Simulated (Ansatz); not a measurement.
`CBOC` → `BC` + `C=O` at 500 K and 1 bar (β-hydride elimination).

Program: Ansatz. Geometries: PBE0-D4/def2-TZVP. ΔE: electronic, gas phase. CCSD(T)/CBS is the MP2 limit (def2-TZVPP, def2-QZVPP) plus CCSD(T) − MP2 in def2-TZVPP, frozen cores. This one scheme is used for every species. Each species was taken in one conformer, which may not be the lowest.

| species | CCSD(T)/CBS energy (Eh) | H − E (kJ/mol) | S (J/(mol·K)) |
| --- | --- | --- | --- |
| `CBOC` | -180.32625 | 281.1 | 363.5 |
| `BC` | -65.83255 | 172.2 | 281.8 |
| `C=O` | -114.39408 | 87.9 | 238.5 |

H − E and S are ideal-gas, rigid-rotor, harmonic terms from PBE0-D4/def2-TZVP, for one conformer and one mirror image of each species. 1 Eh = 2625.50 kJ/mol, R = 8.31446 J/(mol·K).

Task: By hand: ΔE, ΔH, ΔS and ΔG.

Result: ΔE = (-65.83255) + (-114.39408) − (-180.32625) = 0.09962 Eh = 261.6 kJ/mol. Δ(H − E) = 172.2 + 87.9 − 281.1 = -21.0, so ΔH = 240.6 kJ/mol. ΔS = 281.8 + 238.5 − 363.5 = 156.8 J/(mol·K). ΔG = 240.6 − 500 × (156.8)/1000 = 162.2 kJ/mol.

Task: By hand: the equilibrium constant, and the temperature at which ΔG would vanish if ΔH and ΔS stayed fixed.

Result: log₁₀ K = −ΔG/(RT ln 10) = -16.9. ΔG = 0 at ΔH/ΔS = 1534 K.

The number of gas molecules changes by +1, which sets the sign of ΔS. A doubt of 5 kJ/mol in ΔE shifts log₁₀ K by 0.5 here. Other conformers and mirror images would add mixing entropy, several J/(mol·K) or more a flexible species. These are equilibria of isolated gas molecules and say nothing of rates. Largest T1 diagnostic: 0.015 (customary marks: 0.02 for closed shells, 0.045 for open ones).
